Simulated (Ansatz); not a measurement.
Input file for Ansatz (a program for electronic structure): U-PBE0/def2-TZVPP on RbMn, 2S+1 = 7, a spin state set in the input, which need not be the lowest. Elements past Kr take the def2 small-core potentials; no spin–orbit coupling.

Ansatz 0.2 input:
```yaml
crystal:
  periodic: [false, false, false]
  atoms:
    - {symbol: Mn, position_ang: [0.00000000, 0.00000000, 0.00000000]}
    - {symbol: Rb, position_ang: [0.00000000, 0.00000000, 3.41000000]}
basis:
  gaussian:
    orbitals: def2-TZVPP
hamiltonian:
  xc: {name: PBE0}
magnetization: {spin_polarized: true, initial_magnetization: 6}
relax: {f_tol: 0.002, max_steps: 120}
```

It printed:

```
WARN ansatz: RAYON_NUM_THREADS=1 ignored (pool sized by the plan → 1); use --threads N
Functional definition: PBE0
integrals: 0.03 GiB planned
755 factors; their error is unknown
mean field: 0.40 GiB planned
mean field evaluation 1: about -31961.5215 eV, gradient 4.9e1 eV
mean field evaluation 2: about -31662.4698 eV, gradient 1.7e2 eV
mean field evaluation 4: about -31967.0819 eV, gradient 8.2e0 eV
mean field evaluation 8: about -31968.4814 eV, gradient 8.3e0 eV
mean field evaluation 16: about -31969.1850 eV, gradient 1.7e-4 eV
mean field evaluation 32: about -31968.4545 eV, gradient 2.7e0 eV
mean field -31969.18502824 eV, -1174.8458802960 hartree, gradient 1.2e-5 eV, S^2 12.013287; 8 other end points of the search recorded, 0 dependent functions left out
the calculation of the forces begins
reference -31969.18506706 eV, -1174.8458817224 hartree; 20, 14 occupied and 84, 90 virtual orbitals, 755 factors
relax step   1: F+E_penalty+E_count = -31969.18502824 eV  Δ(F+E_penalty+E_count) = +0.000e0 eV  max|allowed force component| = 6.053e-1 eV/Å  Δτ_max = 0.0000 Å  (154 SCF iters, accepted)
these checks for a lower state are left out or cut short: starts, cluster_reference, orbital_swaps, neighbouring_geometries, increment
integrals: 0.03 GiB planned
755 factors; their error is unknown
mean field: 0.40 GiB planned
mean field -31969.23193754 eV, -1174.8476041807 hartree, gradient 9.5e-6 eV, S^2 12.013627; 0 other end points of the search recorded, 0 dependent functions left out
the calculation of the forces begins
reference -31969.23197603 eV, -1174.8476055953 hartree; 20, 14 occupied and 84, 90 virtual orbitals, 755 factors
relax step   2: F+E_penalty+E_count = -31969.23193754 eV  Δ(F+E_penalty+E_count) = -4.691e-2 eV  max|allowed force component| = 4.585e-1 eV/Å  Δτ_max = 0.0443 Å  (45 SCF iters, accepted)
these checks for a lower state are left out or cut short: starts, cluster_reference, orbital_swaps, neighbouring_geometries, increment
integrals: 0.03 GiB planned
755 factors; their error is unknown
mean field: 0.40 GiB planned
mean field -31969.31092441 eV, -1174.8505068949 hartree, gradient 2.1e-5 eV, S^2 12.014483; 0 other end points of the search recorded, 0 dependent functions left out
the calculation of the forces begins
reference -31969.31096146 eV, -1174.8505082565 hartree; 20, 14 occupied and 84, 90 virtual orbitals, 755 factors
relax step   3: F+E_penalty+E_count = -31969.31092441 eV  Δ(F+E_penalty+E_count) = -7.899e-2 eV  max|allowed force component| = 1.451e-1 eV/Å  Δτ_max = 0.1383 Å  (42 SCF iters, accepted)
these checks for a lower state are left out or cut short: starts, cluster_reference, orbital_swaps, neighbouring_geometries, increment
integrals: 0.03 GiB planned
755 factors; their error is unknown
mean field: 0.39 GiB planned
mean field evaluation 64: about -31969.1661 eV, gradient 3.1e0 eV
mean field -31969.32187951 eV, -1174.8509094873 hartree, gradient 2.2e-5 eV, S^2 12.014731; 0 other end points of the search recorded, 0 dependent functions left out
the calculation of the forces begins
reference -31969.32191517 eV, -1174.8509107980 hartree; 20, 14 occupied and 84, 90 virtual orbitals, 755 factors
relax step   4: F+E_penalty+E_count = -31969.32187951 eV  Δ(F+E_penalty+E_count) = -1.096e-2 eV  max|allowed force component| = 5.401e-2 eV/Å  Δτ_max = 0.2000 Å  (41 SCF iters, accepted)
these checks for a lower state are left out or cut short: starts, cluster_reference, orbital_swaps, neighbouring_geometries, increment
integrals: 0.03 GiB planned
755 factors; their error is unknown
mean field: 0.40 GiB planned
mean field -31969.32476203 eV, -1174.8510154179 hartree, gradient 1.2e-5 eV, S^2 12.014730; 0 other end points of the search recorded, 0 dependent functions left out
the calculation of the forces begins
reference -31969.32479834 eV, -1174.8510167524 hartree; 20, 14 occupied and 84, 90 virtual orbitals, 755 factors
relax step   5: F+E_penalty+E_count = -31969.32476203 eV  Δ(F+E_penalty+E_count) = -2.883e-3 eV  max|allowed force component| = 4.240e-2 eV/Å  Δτ_max = 0.1235 Å  (43 SCF iters, accepted)
these checks for a lower state are left out or cut short: starts, cluster_reference, orbital_swaps, neighbouring_geometries, increment
integrals: 0.03 GiB planned
755 factors; their error is unknown
mean field: 0.40 GiB planned
mean field -31969.32645033 eV, -1174.8510774618 hartree, gradient 8.4e-6 eV, S^2 12.014778; 0 other end points of the search recorded, 0 dependent functions left out
the calculation of the forces begins
reference -31969.32648640 eV, -1174.8510787874 hartree; 20, 14 occupied and 84, 90 virtual orbitals, 755 factors
relax step   6: F+E_penalty+E_count = -31969.32645033 eV  Δ(F+E_penalty+E_count) = -1.688e-3 eV  max|allowed force component| = 8.953e-3 eV/Å  Δτ_max = 0.0336 Å  (43 SCF iters, accepted)
these checks for a lower state are left out or cut short: starts, cluster_reference, orbital_swaps, neighbouring_geometries, increment
integrals: 0.03 GiB planned
755 factors; their error is unknown
mean field: 0.40 GiB planned
mean field evaluation 96: about -31969.3265 eV, gradient 1.1e-5 eV
mean field -31969.32653997 eV, -1174.8510807559 hartree, gradient 1.1e-5 eV, S^2 12.014785; 0 other end points of the search recorded, 0 dependent functions left out
the calculation of the forces begins
reference -31969.32657597 eV, -1174.8510820790 hartree; 20, 14 occupied and 84, 90 virtual orbitals, 755 factors
relax step   7: F+E_penalty+E_count = -31969.32653997 eV  Δ(F+E_penalty+E_count) = -8.964e-5 eV  max|allowed force component| = 6.910e-4 eV/Å  Δτ_max = 0.0110 Å  (41 SCF iters, accepted)
integrals: 0.03 GiB planned
755 factors; their error is unknown
mean field: 0.40 GiB planned
mean field evaluation 128: about -31968.4361 eV, gradient 4.6e-2 eV
mean field -31969.32653997 eV, -1174.8510807559 hartree, gradient 1.1e-5 eV, S^2 12.014785; 10 other end points of the search recorded, 0 dependent functions left out
the calculation of the forces begins
reference -31969.32657597 eV, -1174.8510820790 hartree; 20, 14 occupied and 84, 90 virtual orbitals, 755 factors
Total energy: -31969.32657597 eV, -1174.8510820790 hartree
Atom 0 at     0.000000    -0.000000    -0.303613 Å, force    -0.000000    -0.000000     0.000691 eV/Å
Atom 1 at    -0.000000     0.000000     3.713613 Å, force     0.000000     0.000000    -0.000691 eV/Å
Dipole moment:    -0.000000     0.000000     0.477791 e Å
```

The calculation finished and met its thresholds.

Cost: roughly 30 core-seconds.
